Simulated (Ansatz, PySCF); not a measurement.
Potential energy curve for LiNa, singlet.

- UHF/aug-cc-pVQZ (Ansatz, a first-principles code)
- RHF/aug-cc-pVQZ (Ansatz)
- UKS-BLYP = Ansatz with unrestricted BLYP/aug-cc-pVQZ
- RKS-BLYP = Ansatz with restricted BLYP/aug-cc-pVQZ
- UKS-PBE0 = Ansatz with unrestricted PBE0/aug-cc-pVQZ
- RKS-PBE0 = restricted PBE0/aug-cc-pVQZ in Ansatz
- UKS-PBE = unrestricted PBE/aug-cc-pVQZ run with Ansatz
- RKS-PBE = Ansatz with restricted PBE/aug-cc-pVQZ
- UKS-B3LYP/6-31G* = unrestricted B3LYP/6-31G*, spherical d in PySCF
- RKS-B3LYP/6-31G* = restricted B3LYP/6-31G*, spherical d (PySCF)
- UKS-BP86/6-31G* = unrestricted BP86/6-31G*, spherical d run with PySCF
- RKS-BP86/6-31G* = restricted BP86/6-31G*, spherical d (PySCF 2.14.0)

Scanned distances (Å): 2.34, 2.52, 2.61, 2.76, 2.79, 2.93, 3.02, 3.08, 3.29, 3.34, 3.64, 3.91, 4.39, 4.84, 5.36, 5.83, 6.36, 7.20, 8.00, 8.83.

Q: Where does the unrestricted solution first break spin symmetry (<S²> of 0.01 or more)?

A: UHF: already at 2.34 Å; UKS-BLYP: between 3.91 and 4.39 Å; UKS-PBE0: between 3.34 and 3.64 Å; UKS-PBE: between 3.64 and 3.91 Å; UKS-B3LYP/6-31G*: between 3.64 and 3.91 Å; UKS-BP86/6-31G*: between 3.34 and 3.64 Å.

| R / Å | <S²> UHF | E(RHF) − E(UHF) / kcal/mol | <S²> UKS-BLYP | E(RKS-BLYP) − E(UKS-BLYP) / kcal/mol | <S²> UKS-PBE0 | E(RKS-PBE0) − E(UKS-PBE0) / kcal/mol | <S²> UKS-PBE | E(RKS-PBE) − E(UKS-PBE) / kcal/mol | <S²> UKS-B3LYP/6-31G* | E(RKS-B3LYP/6-31G*) − E(UKS-B3LYP/6-31G*) / kcal/mol | <S²> UKS-BP86/6-31G* | E(RKS-BP86/6-31G*) − E(UKS-BP86/6-31G*) / kcal/mol |
|---|---|---|---|---|---|---|---|---|---|---|---|---|
| 2.34 | 0.36 | 1.1 | 0.00 | 0.0 | 0.00 | 0.0 | 0.00 | 0.0 | 0.00 | 0.0 | 0.00 | 0.0 |
| 2.52 | 0.30 | 0.7 | 0.00 | 0.0 | 0.00 | 0.0 | 0.00 | 0.0 | 0.00 | 0.0 | 0.00 | 0.0 |
| 2.61 | 0.27 | 0.5 | 0.00 | 0.0 | 0.00 | 0.0 | 0.00 | 0.0 | 0.00 | 0.0 | 0.00 | 0.0 |
| 2.76 | 0.26 | 0.5 | 0.00 | 0.0 | 0.00 | 0.0 | 0.00 | 0.0 | 0.00 | 0.0 | 0.00 | 0.0 |
| 2.79 | 0.28 | 0.5 | 0.00 | 0.0 | 0.00 | 0.0 | 0.00 | 0.0 | 0.00 | 0.0 | 0.00 | 0.0 |
| 2.93 | 0.35 | 0.9 | 0.00 | 0.0 | 0.00 | 0.0 | 0.00 | 0.0 | 0.00 | 0.0 | 0.00 | 0.0 |
| 3.02 | 0.40 | 1.3 | 0.00 | 0.0 | 0.00 | 0.0 | 0.00 | 0.0 | 0.00 | 0.0 | 0.00 | 0.0 |
| 3.08 | 0.43 | 1.5 | 0.00 | 0.0 | 0.00 | 0.0 | 0.00 | 0.0 | 0.00 | 0.0 | 0.00 | 0.0 |
| 3.29 | 0.54 | 2.6 | 0.00 | 0.0 | 0.00 | 0.0 | 0.00 | 0.0 | 0.00 | 0.0 | 0.00 | 0.0 |
| 3.34 | 0.56 | 2.9 | 0.00 | 0.0 | 0.00 | 0.0 | 0.00 | 0.0 | 0.00 | 0.0 | 0.00 | 0.0 |
| 3.64 | 0.68 | 5.2 | 0.00 | 0.0 | 0.16 | 0.1 | 0.00 | 0.0 | 0.00 | 0.0 | 0.04 | 0.0 |
| 3.91 | 0.77 | 7.6 | 0.00 | 0.0 | 0.34 | 0.6 | 0.15 | 0.1 | 0.01 | 0.0 | 0.18 | 0.2 |
| 4.39 | 0.87 | 12.6 | 0.13 | 0.0 | 0.61 | 2.3 | 0.43 | 0.8 | 0.48 | 0.9 | 0.45 | 1.0 |
| 4.84 | 0.93 | 17.5 | 0.54 | 0.7 | 0.78 | 4.6 | 0.65 | 2.0 | 0.73 | 2.6 | 0.66 | 2.2 |
| 5.36 | 0.97 | 22.9 | 0.80 | 2.1 | 0.90 | 7.4 | 0.84 | 3.8 | 0.88 | 5.1 | 0.83 | 4.0 |
| 5.83 | 0.98 | 27.4 | 0.91 | 3.4 | 0.95 | 10.0 | 0.93 | 5.5 | 0.94 | 7.2 | 0.91 | 5.5 |
| 6.36 | 0.99 | 31.7 | 0.97 | 4.8 | 0.98 | 12.6 | 0.97 | 7.2 | 0.98 | 9.3 | 0.96 | 7.0 |
| 7.20 | 1.00 | 37.4 | 0.99 | 6.4 | 1.00 | 15.8 | 1.00 | 9.3 | 0.99 | 11.8 | 0.99 | 8.8 |
| 8.00 | 1.00 | 41.5 | 1.00 | 7.3 | 1.00 | 17.8 | 1.00 | 10.5 | 1.00 | 13.4 | 1.00 | 9.9 |
| 8.83 | 1.00 | 44.7 | 1.00 | 7.8 | 1.00 | 19.1 | 1.00 | 11.1 | 1.00 | 14.4 | 1.00 | 10.4 |
